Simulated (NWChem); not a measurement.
# BGeH3ClF; SMILES F[B](Cl)[GeH3]

```xyz
7

B     -0.4298    -0.6814     0.0576
Cl     0.5992    -1.9193    -0.6456
F     -1.5537    -1.0817     0.6124
Ge     0.1247     1.3172     0.0030
H     -0.9203     2.2229     0.6771
H      1.4772     1.4959     0.7164
H      0.3038     1.7621    -1.4599
```
Atoms are numbered in this order, from 1.

Program: NWChem. Pople sets run with spherical d functions. Coordinates come from a PBE0/def2-SVP optimisation. GIAO values for the isolated, static molecule; σ is the absolute isotropic shielding, δ = σ(reference) − σ with the isolated reference molecule computed at the same levels (11B: boron trifluoride, 19F: trichlorofluoromethane, 1H: tetramethylsilane).

```
level                                 δ B1 (ppm)  σ Cl2 (ppm)  δ F3 (ppm)  σ Ge4 (ppm)  δ H5 (rotor mean) (ppm)
------------------------------------  ----------  -----------  ----------  -----------  -----------------------
Hartree-Fock/6-31G*                         46.4        785.7        50.6       1894.8                     3.69
KT2/pcSseg-1                                39.5        628.6        28.7       1684.8                     3.59
PBE0/pcSseg-1                               43.3        642.2        49.1       1673.5                     3.62
LDA (Slater exchange, VWN5)/pcSseg-1        46.0        572.2        49.1       1622.8                     3.86
```
